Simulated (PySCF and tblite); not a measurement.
The numbers below are computed, except where a source is named.
Molecule: C6H13N, numbered as in [CH2:1]1[CH2:2][CH2:3][CH2:4][NH:5][CH2:6][CH2:7]1. The mean out-of-plane torsion at N5 (0° is planar) is held and the rest relaxed at GFN2-xTB.

```bash
OMP_NUM_THREADS=1 python ens_run.py task.json out
```

```json
{"job": {"smiles": "C1CCCNCC1", "charge": 0, "mult": 1, "motion": "pyramidal angle", "atoms": [4], "drives": [{"terms": [["t", [15, 3, 5, 4], 0.3333333333333333], ["t", [3, 5, 15, 4], 0.3333333333333333], ["t", [5, 15, 3, 4], 0.3333333333333333]], "values": [-1.3, -1, -0.7, -0.35, 0, 0.35, 0.7, 1, 1.3], "scaled": true}], "study": "scan", "seed": 494, "jobs": [{"kind": "nmr", "xc": "PBE0", "basis": "pcSseg-1", "every": 1}, {"kind": "j", "xc": "B3LYP", "basis": {"default": "6-31G*", "H": "pcJ-1", "N": "pcJ-1"}, "nuclei": ["H", "N"], "every": 2}], "xc": "PBE0", "basis": "pcSseg-1", "kind": "scan"}, "charge": 0, "multiplicity": 1}
```

```
coordinate    xTB      DFT (kcal/mol)
   -38.50    2.657    1.152
   -31.20    1.520    0.035
   -22.70    2.337    0.459
   -11.60    3.993    1.779
     0.20    4.521    2.481
    12.00    3.186    1.928
    22.90    0.949    0.481
    31.20    0.000    0.000
    38.30    1.251    1.308
```

(1) How long did the task, with 14 DFT runs on 20 atoms, take on 1 thread of Arm Neoverse V1 (shared host) (rough)?

## Answers

(1) About 9.4 min; peak memory 1.1 GiB. Times from shared hosts are rough.
